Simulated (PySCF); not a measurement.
Compound: C6H9O2 (doublet state).
Geometry (GFN2-xTB, Å), atoms numbered from 1 in this order:
```xyz
17
C6H9O2 angstrom
C     -2.666    0.620   -0.150
C     -1.656   -0.505   -0.297
C     -0.285   -0.110    0.280
O     -0.178    0.842    1.032
C      0.755   -0.932   -0.235
C      2.167   -0.657   -0.141
C      2.600    0.666    0.416
O      2.949   -1.550   -0.438
H     -2.367    1.481   -0.743
H     -2.733    0.931    0.889
H     -3.645    0.289   -0.490
H     -1.969   -1.383    0.276
H     -1.553   -0.802   -1.340
H      0.495   -1.866   -0.709
H      2.317    1.456   -0.278
H      3.676    0.668    0.564
H      2.088    0.863    1.355
```

The hyperfine couplings belong to this conformer and change with its torsions.

As a line formula: `CCC(=O)[CH]C(C)=O` [radical].

Method: PySCF 2.14.0, UKS B3LYP, pcH-1 on C H O, non-relativistic, mean-field spin-orbit, GIAO. One conformer (not necessarily the lowest) at the GFN2-xTB geometry, without solvent, vibrations or thermal averaging. A GFN2-xTB geometry isn't a minimum of the functional, and hyperfine couplings can be far from their values at a DFT geometry. The frame is twisted about the C3–C5 bond at this geometry (dihedral O4–C3–C5–C6 = -11°); couplings at other torsion angles weren't computed. Stability of the SCF solution: not tested.

(1) The isotropic 17O couplings are -16.8, -14.5 MHz. Assign them to O4; O8.

(2) Match the computed a_iso(1H) values -47.7, +7.4, -4.1, +2.4 MHz (means over equivalent nuclei) with the sites H9/H10/H11; H12/H13; H14; H15/H16/H17.

Answers

(1) 
| site | a_iso (MHz) | ρ(0) (bohr⁻³) | position | distance from C5 (Å) | spin population | largest \|T\| (MHz) |
| --- | --- | --- | --- | --- | --- | --- |
| O4 | -14.5 | +0.0239 | 2 bonds from C5 | 2.37 | +0.22 | 67.9 |
| O8 | -16.8 | +0.0278 | 2 bonds from C5 | 2.29 | +0.26 | 82.1 |

(2) 
```
       site  a_iso (MHz)  ρ(0) (bohr⁻³)            position  distance from C5 (Å)  bound to  spin population there  largest |T| (MHz)
 H9/H10/H11         +2.4        +0.0005     4 bonds from C5                  4.22        C1                   0.00                2.0
    H12/H13         +7.4        +0.0016  γ, 3 bonds from C5                  2.69        C2                  +0.01                4.6
        H14        -47.7        -0.0107   α, 1 bond from C5                  1.08        C5                  +0.77               29.0
H15/H16/H17         -4.1        -0.0009  γ, 3 bonds from C5                  3.01        C7                  +0.01                3.5
```

ρ(0) is the spin density at the nucleus and T the dipolar tensor; entries for several nuclei are means. The Mulliken spin populations are largest on C5 (+0.77), O8 (+0.26), O4 (+0.22) and C6 (-0.13). Three atoms exceed +0.15. The positive populations add up to 1.27 and the negative ones to -0.27, together 2S = 1. The angles at C5 add up to 360.0°, so it is planar; its axial dipolar tensor and the negative coupling of its proton fit spin in a p orbital normal to that plane.

Means are taken over nuclei equivalent by connectivity, which assumes that they swap fast. The three 1H nuclei of mean -4.1 MHz run from -7.2 to -1.5 MHz in the frozen geometry.
